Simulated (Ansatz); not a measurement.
Computed with Ansatz on PBE0-D4/def2-TZVP structures; ΔE is electronic, products minus reactants. CCSD(T)/CBS is the MP2 limit (def2-TZVPP, def2-QZVPP) plus CCSD(T) − MP2 in def2-TZVPP, frozen cores. This one scheme is used for every species. Functionals use def2-TZVPP. For Ge outer-core shells are correlated without core-valence functions, which leaves a few kJ/mol of doubt a bond. Scalar relativity is left out up to krypton. Each species was taken in one conformer, which may not be the lowest.

Consider the redistribution: `[GeH3][SiH2][GeH2][GeH3]` + `[SiH3][SiH2][GeH3]` → `[GeH3][SiH2][GeH2][SiH2][GeH2][GeH3]` + SiH₄.

CCSD(T)/CBS gives -29.1 kJ/mol.

**Question.** Another level gave -12.2 kJ/mol. Which?
A. MP2/def2-TZVPP
B. PBE/def2-TZVPP
C. ωB97M-V/def2-TZVPP
D. r2SCANh/def2-TZVPP

**Answer.** B. PBE -12.2, ωB97M-V -28.6, r2SCANh -18.9, MP2/def2-TZVPP -35.9 kJ/mol.

Largest T1 diagnostic among the species: 0.013.

The D4 term adds −16.9 kJ/mol with B3LYP and −10.4 kJ/mol with PBE0; it sums over pairs of atoms, weighted by their polarisabilities, and B3LYP, whose exchange is more repulsive, gets the larger term. Leaving LDA and LC-ωPBE aside and taking each functional with its dispersion term where it has one, the values, not all of them listed here, spread over 15.2 kJ/mol, from BHLYP-D4 to B97M-V. LDA lies −8.6 kJ/mol from PBE without D4. From BLYP to BHLYP (50 % exact exchange), in def2-TZVPP and without D4, ΔE moves by −5.4 kJ/mol.

B3LYP here is the variant with VWN-RPA as its local correlation; programs differ in this.
